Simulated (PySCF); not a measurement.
Isomers of C5H7ClO2.

All values: PBE0/def2-SVPD (PySCF) at GFN2-xTB geometries, gas phase, one conformer each. Core orbitals are frozen in the response; Δα² is half the sum of the squared differences of the principal polarisabilities.

Task: Rank by HOMO–LUMO gap, lowest first.
A. `[CH3:1]/[CH:2]=[C:3](/[Cl:4])[C:5](=[O:6])[O:7][CH3:8]` with C2–C3–C5–O6 -4°, C3–C5–O7–C8 179°
B. `[O:1]=[C:2]1[CH2:3][CH2:4][C@H:5]([Cl:6])[CH2:7][O:8]1` with O1–C2–C3–C4 128°, C2–C3–C4–C5 52°, C3–C4–C5–Cl6 115°, C4–C5–C7–O8 -47°
C. `[CH3:1][CH2:2]/[C:3]([Cl:4])=[CH:5]\[C:6](=[O:7])[OH:8]` with C1–C2–C3–Cl4 -69°, C3–C5–C6–O7 1°, C5–C6–O8–H 180°
D. `[CH3:1][O:2][C:3](=[O:4])/[CH:5]=[CH:6]/[CH2:7][Cl:8]` with C1–O2–C3–O4 0°, O2–C3–C5–C6 -179°, C5–C6–C7–Cl8 -114°

Result: A (5.88 eV), C (6.11 eV), D (6.48 eV), B (7.94 eV).

Task: Rank by dipole moment, lowest first.
A. `[CH2:1]=[C:2]([CH2:3][Cl:4])[C:5](=[O:6])[O:7][CH3:8]` with C1–C2–C3–Cl4 104°, C1–C2–C5–O6 -2°, C2–C5–O7–C8 179°
B. `[CH3:1][CH2:2]/[C:3]([Cl:4])=[CH:5]\[C:6](=[O:7])[OH:8]` with C1–C2–C3–Cl4 -69°, C3–C5–C6–O7 1°, C5–C6–O8–H 180°
C. `[CH3:1][C@@H:2]1[O:3][C:4](=[O:5])[C@@H:6]1[CH2:7][Cl:8]` with C4–C6–C7–Cl8 -174°

Result: B (0.29 D), A (1.91 D), C (2.74 D).

All values together:

```csv
SMILES,μ (D),HOMO (eV),LUMO (eV),α (Å³),Δα (Å³)
C[C@@H]1OC(=O)[C@@H]1CCl,2.74,-8.33,-0.49,11.37,3.52
O=C1CC[C@H](Cl)CO1,2.85,-8.07,-0.13,11.33,4.73
C=C(CCl)C(=O)OC,1.91,-8.19,-1.68,12.17,4.53
C/C=C(/Cl)C(=O)OC,0.41,-7.44,-1.57,12.46,6.81
CC/C(Cl)=C\C(=O)O,0.29,-7.83,-1.72,12.59,6.84
COC(=O)/C=C/CCl,2.68,-8.28,-1.80,12.85,8.37
```

Conformers: `[CH3:1][C@@H:2]1[O:3][C:4](=[O:5])[C@@H:6]1[CH2:7][Cl:8]` with C4–C6–C7–Cl8 -174°; `[O:1]=[C:2]1[CH2:3][CH2:4][C@H:5]([Cl:6])[CH2:7][O:8]1` with O1–C2–C3–C4 128°, C2–C3–C4–C5 52°, C3–C4–C5–Cl6 115°, C4–C5–C7–O8 -47°; `[CH2:1]=[C:2]([CH2:3][Cl:4])[C:5](=[O:6])[O:7][CH3:8]` with C1–C2–C3–Cl4 104°, C1–C2–C5–O6 -2°, C2–C5–O7–C8 179°; `[CH3:1]/[CH:2]=[C:3](/[Cl:4])[C:5](=[O:6])[O:7][CH3:8]` with C2–C3–C5–O6 -4°, C3–C5–O7–C8 179°; `[CH3:1][CH2:2]/[C:3]([Cl:4])=[CH:5]\[C:6](=[O:7])[OH:8]` with C1–C2–C3–Cl4 -69°, C3–C5–C6–O7 1°, C5–C6–O8–H 180°; `[CH3:1][O:2][C:3](=[O:4])/[CH:5]=[CH:6]/[CH2:7][Cl:8]` with C1–O2–C3–O4 0°, O2–C3–C5–C6 -179°, C5–C6–C7–Cl8 -114°.
